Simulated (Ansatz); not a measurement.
The first iterations of a band of CH₃BrClNOSi (9 atoms, charge 0, multiplicity 1).

Method: RKS PBE/def2-SVP in Ansatz 0.2.0.

```json
{
 "movable images": "7",
 "climbing image": "yes",
 "spring": "5.0 eV/Å²",
 "optimiser": "quadratic models (default)",
 "start path": "through a guess of the saddle point",
 "force threshold": "0.03 eV/Å",
 "iteration limit": "60",
 "end points": "relaxed"
}
```

Initial state:

```xyz
9
Properties=species:S:1:pos:R:3
O -1.717 -1.106 -0.335
C -1.014 -1.006 0.659
N 0.132 -0.240 0.688
Si 0.646 0.622 -0.771
Cl 2.571 1.248 -0.311
Br -0.628 2.400 -1.178
H -1.235 -1.531 1.631
H 0.656 -0.173 1.566
H 0.676 -0.261 -1.967
```

Final state:

```xyz
9
Properties=species:S:1:pos:R:3
O -1.605 -0.256 1.213
C -0.616 -1.089 0.871
N 0.362 -0.894 0.071
Si 0.916 0.402 -0.896
Cl 2.723 1.099 -0.169
Br -0.548 2.170 -0.910
H -0.742 -2.060 1.398
H -1.491 0.597 0.720
H 1.090 -0.015 -2.315
```

| iteration | highest image above the first end (eV) | largest band force component (eV/Å) |
| --- | --- | --- |
| 1 | 13.001 | 65.998 |
| 2 | 4.228 | 9.725 |
| 3 | 3.380 | 3.655 |
| 4 | 2.650 | 3.682 |
| 5 | 2.455 | 1.479 |
| 6 | 2.213 | 1.639 |
| 7 | 1.992 | 1.148 |
| 8 | 1.823 | 1.050 |
| 9 | 1.371 | 0.907 |
| 10 | 0.937 | 1.026 |
| 11 | 0.913 | 0.763 |
| 12 | 0.847 | 0.590 |
| 13 | 0.819 | 0.562 |
| 14 | 0.774 | 0.533 |
| 15 | 0.748 | 0.450 |
| 16 | 0.703 | 0.396 |
| 17 | 0.697 | 1.399 |
| 18 | 0.722 | 1.793 |
| 19 | 0.682 | 0.570 |
| 20 | 0.680 | 0.323 |

Task: Does the band converge within its limit, and where does its top end?

Result: It did not converge within its limit. It ended after 60 iterations with the highest image 0.837 eV above the first end. The band didn't meet its force threshold, so its energies are provisional: the largest band force was still 0.14 eV/Å, and over the last iterations the top stayed at 0.84 eV. Neighbouring images lie up to 1.7 Å apart, so the band is torn or far too coarse. Inner images lie below an end point, which means an intermediate or an end that isn't the lowest structure nearby. The orbitals stay closed-shell, which can raise the energy where a bond breaks towards radicals; this wasn't checked here.

Time of the run: 5.8 min on 2 threads of AMD EPYC 9R45 96-Core Processor (Zen 5) (shared host), peak memory 0.21 GiB.
